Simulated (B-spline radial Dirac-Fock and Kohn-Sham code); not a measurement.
**Satellites and hypersatellites of the K lines of Cd²⁴⁺**

System: Cd²⁴⁺ in the configuration [Ar] 3d6.

Calculated with an atomic code on a B-spline grid, using multi-electron Dirac-Fock with separately optimised hole states, Breit and Lamb-shift corrections added in first order. Each two-hole energy is an average over J within one jj subconfiguration, not an observable level; in light atoms, where LS coupling holds, the j-resolved values are not observed lines, and for a K spectator the Kα1 hypersatellite is nearly forbidden. No correlation.

Lines without a spectator: Kα2 (K-L2) 22999.8 eV, Kα1 (K-L3) 23191.2 eV, Kβ3 (K-M2) 26189.8 eV, Kβ1 (K-M3) 26229.1 eV. Shifts in eV with one spectator hole (a dash: not computed, or left out as unreliable):

| spectator hole | Kα2 | Kα1 | Kβ3 | Kβ1 |
| --- | --- | --- | --- | --- |
| K (1s) | +550.2 | +566.4 | +707.5 | +711.2 |
| L2 (2p1/2) | +62.4 | +78.1 | – | +170.0 |
| L3 (2p3/2) | +61.9 | +62.0 | +152.5 | – |
| M2 (3p1/2) | – | +11.49 | +28.52 | +33.1 |
| M3 (3p3/2) | +9.01 | – | +29.37 | +28.89 |

With n spectator holes in 2p, averaged over the 2p shell (energies in eV):

| n | KαLⁿ | step | hypersatellite KαʰLⁿ |
| --- | --- | --- | --- |
| 0 | 23127.4 | – | 23688.4 |
| 1 | 23193.7 | +66.3 | 23756.3 |
| 2 | 23261.4 | +67.7 | 23825.5 |
| 3 | 23330.6 | +69.2 | 23896.2 |
| 4 | 23401.2 | +70.6 | 23968.3 |
| 5 | 23473.2 | +72.0 | 24041.9 |
